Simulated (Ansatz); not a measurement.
**Energy profile**

The step: SiNH₃F₂ ([NH2][SiH]([F])[F]) + H₂O → SiH₂OF₂ ([OH][SiH]([F])[F]) + NH₃ (still joined by a long Si–N bond); bonds formed: Si1–O7, N2–H6; bonds broken: H6–O7; bonds weakened to dative contacts: Si1–N2 (atoms numbered as in the saddle structure below).

Si1  (-0.729, -0.260, -0.235)
N2  (1.116, -0.306, -0.242)
F3  (-0.922, -1.726, -0.918)
F4  (-1.367, -0.647, 1.187)
H5  (-1.462, 0.518, -1.244)
H6  (0.890, 0.777, 0.386)
O7  (-0.140, 1.416, 0.551)
H8  (1.542, -0.229, -1.158)
H9  (1.503, -1.121, 0.220)
H10  (-0.430, 1.579, 1.452)
(Å)

Electronic energies by CCSD(T) at an estimated basis limit (MP2 extrapolated from triple and quadruple zeta, plus CCSD(T) − MP2 in triple zeta), on PBE0-D4/def2-TZVP structures; SiNH₅OF₂, closed shell; no counterpoise correction. Computed with Ansatz 0.2.0 (basis: def2-TZVPP and def2-QZVPP); correlated methods freeze the cores. Extrapolation: Hartree–Fock as exp(−7.88 √X), correlation as X^−2.97.

Q: Give the profile in kcal/mol, counted from the separated reactants. (To be estimated.)

A: Computed:
```json
{"point": "separated: SiNH₃F₂ (linked as [NH2][SiH]([F])[F]; Si1, N2, F3, F4, H5, H8, H9; singlet) + H₂O (H6, O7, H10; singlet)", "kcal/mol": "0.00"}
{"point": "start structure", "kcal/mol": "-3.68"}
{"point": "saddle", "kcal/mol": "17.26"}
{"point": "end structure", "kcal/mol": "-18.18"}
{"point": "separated: SiH₂OF₂ (linked as [OH][SiH]([F])[F]; Si1, F3, F4, H5, O7, H10; singlet) + NH₃ (N2, H6, H8, H9; singlet)", "kcal/mol": "-10.85"}
```

The T1 diagnostic stays at or below 0.012.

The step is the kind of ligand exchange by which a precursor binds to a hydroxyl group, or is hydrolysed, in atomic layer deposition of oxides.

For scale, one of the runs: CCSD(T)/def2-TZVPP, 236 basis functions, launched by `ansatz run in.yaml --threads 4 --pin off --events-out ev --progress --plain --max-ram 9574MiB`. Hardware: 4 CPU threads of an Arm Neoverse V1, shared host. Wall time 2.7 min; peak host memory 4.7 GiB.
